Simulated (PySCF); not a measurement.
**A small calculation by hand: entropy of an ideal gas**

GeFCl₂Br, SMILES [F][Ge]([Cl])([Cl])[Br].

Geometry: PBE-D3(BJ)/def2-SVP.

PBE-D3(BJ)/def2-SVP run with PySCF gives the harmonic wavenumbers 105, 116, 150, 187, 199, 306, 420, 452, 709 cm⁻¹ and the rotational temperatures 0.0758, 0.0467, 0.0380 K. The molar mass is 242.43 g/mol, the symmetry number 1, the spin multiplicity 1.

Task: Work out the entropy at 298.15 K and 1 atm in the rigid-rotor, harmonic-oscillator model.

Result: 
Translation (Sackur–Tetrode at 1 atm): S = R[1.5 ln M + 2.5 ln T − 1.16487] = 177.2 J/(mol K).
Rotation: q = (√π/σ) T^1.5/√(θA θB θC) = 787000, S = R[ln q + 3/2] = 125.3 J/(mol K).
Vibration: with u = 1.4388 ν/T, each mode gives R[u/(e^u − 1) − ln(1 − e^−u)]:
| ν (cm⁻¹) | modes | u | S (J/(mol K)) |
|---|---|---|---|
| 105 | 1 | 0.51 | 14.06 |
| 116 | 1 | 0.56 | 13.25 |
| 150 | 1 | 0.72 | 11.18 |
| 187 | 1 | 0.90 | 9.44 |
| 199 | 1 | 0.96 | 8.96 |
| 306 | 1 | 1.48 | 5.79 |
| 420 | 1 | 2.03 | 3.73 |
| 452 | 1 | 2.18 | 3.30 |
| 709 | 1 | 3.42 | 1.24 |
These are all the modes. Sum 71.0 J/(mol K).
Spin: R ln 1 = 0.0 J/(mol K).
Total 373.5 J/(mol K); the program's own thermochemistry gives 373.5. Translation makes up 47 % and vibration 19 %. Anharmonicity, hindered rotation and orbital degeneracy are left out.
